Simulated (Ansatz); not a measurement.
Mulliken charges of `[SiH3]C1=CC1` from PBE/def2-TZVPP in Ansatz (PBE0-D4/def2-TZVP geometry).

| atom | x (Å) | y (Å) | z (Å) | charge (e) |
| --- | --- | --- | --- | --- |
| Si1 | -0.976 | 0.984 | -0.918 | 0.242 |
| C2 | 0.024 | -0.235 | 0.016 | -0.057 |
| C3 | 0.356 | -1.448 | 0.329 | -0.153 |
| C4 | 1.132 | -0.414 | 1.046 | -0.182 |
| H5 | -1.945 | 0.290 | -1.806 | -0.054 |
| H6 | -1.711 | 1.852 | 0.038 | -0.049 |
| H7 | -0.074 | 1.836 | -1.736 | -0.049 |
| H8 | 0.196 | -2.504 | 0.184 | 0.154 |
| H9 | 0.919 | -0.204 | 2.094 | 0.074 |
| H10 | 2.162 | -0.209 | 0.755 | 0.074 |

Question: By hand: the dipole of these point charges (1 e Å = 4.8032 D).

Answer: Σ q r = (-0.047, -0.064, -0.044) e Å, of length 0.091 e Å = 0.44 D.

Question: How does the dipole of the full density compare? (Estimate.)

Answer: Ansatz gave: (-0.001, -0.114, 0.000) e Å, 0.55 D; the point charges give 0.80 times that, at 45° from its direction.

Point charges leave out the atoms' own dipoles, such as those of lone pairs, and Mulliken's split depends on the basis, so the two needn't agree.
